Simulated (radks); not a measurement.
Initial-state core-level shifts of the manganese ion Mn+ when its valence configuration changes from [Ar] 3d5 4s1. Method: non-relativistic Kohn-Sham, PBEsol, spin-polarised, spherical densities, point nucleus; open shells are filled with parallel spins first; computed with a radial shooting solver on a logarithmic mesh with Libxc functionals. Shifts are changes of the shell-averaged eigenvalues in eV (positive: less bound); the change of the density at the nucleus, which sets a Mossbauer isomer shift, is in e/bohr^3, on a base of 1.055e+04.

valence,1s,2s,2p,3p,density at nucleus
3d4 4s2,-7.212,-8.089,-8.007,-6.699,+7.780
3d6,+4.800,+5.470,+5.406,+4.651,-6.497
3d3 4s1 4p2,-17.566,-19.642,-19.448,-15.980,+5.971
3d5.5 4p0.5,+1.897,+2.303,+2.268,+1.775,-6.115
3d4 4s1 4p1,-8.263,-9.171,-9.082,-7.713,+2.587
3d4.5 4s1 4p0.5,-3.993,-4.413,-4.371,-3.775,+1.190
3d5 4p1,-1.330,-1.256,-1.258,-1.342,-5.584
3d4.5 4p1.5,-5.289,-5.649,-5.607,-5.073,-4.802
3d3 4s2 4p1,-16.752,-18.788,-18.604,-15.178,+12.499
